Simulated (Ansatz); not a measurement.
System (SMILES): F[SiH] (F-SiH) (closed-shell singlet).
Geometry (B3LYP-D3(BJ)/def2-TZVP, fixed):
```
Si
F 1 1.6199
H 1 1.5380 2 96.45
```

Basis-set convergence of the dipole moment at MP2 with Ansatz (a program for electronic structure). Dipoles come from the density behind the forces; the sign is taken along the dipole that this method gives in the largest set. The reference of a correlated method is not its basis-set limit, which lies further on. Cartesian d functions, on some or all atoms, in 6-31G**, 6-31+G*; all else is spherical. Cores are frozen. A restricted Hartree-Fock determinant is unstable towards unrestricted orbitals. No added dispersion term, no relativity. Reference: the value in aug-pcseg-3, 1.017 D, itself unsure by roughly 0.004 D (its mean distance from aug-cc-pV(Q+d)Z, def2-QZVPPD). Deviations are taken from unrounded values.

| basis | functions | dipole moment (D) | minus reference (D) |
|---|---|---|---|
| 3-21G | 24 | 0.891 | -0.126 |
| def2-SV(P) | 34 | 1.016 | -0.001 |
| 6-31G** | 39 | 0.959 | -0.058 |
| 6-31+G* | 44 | 1.251 | 0.234 |
| def2-SVPD | 55 | 1.066 | 0.049 |
| 6-311++G(2d,2p) | 72 | 1.127 | 0.111 |
| def2-TZVPD | 92 | 1.014 | -0.002 |
| jun-cc-pV(T+d)Z | 101 | 1.021 | 0.005 |
| 6-311++G(3df,3pd) | 104 | 1.010 | -0.007 |
| def2-TZVPPD | 105 | 1.009 | -0.008 |
| cc-pV(Q+d)Z | 149 | 0.992 | -0.025 |
| aug-cc-pV(Q+d)Z | 215 | 1.015 | -0.002 |
| cc-pV(5+d)Z | 246 | 1.016 | -0.001 |
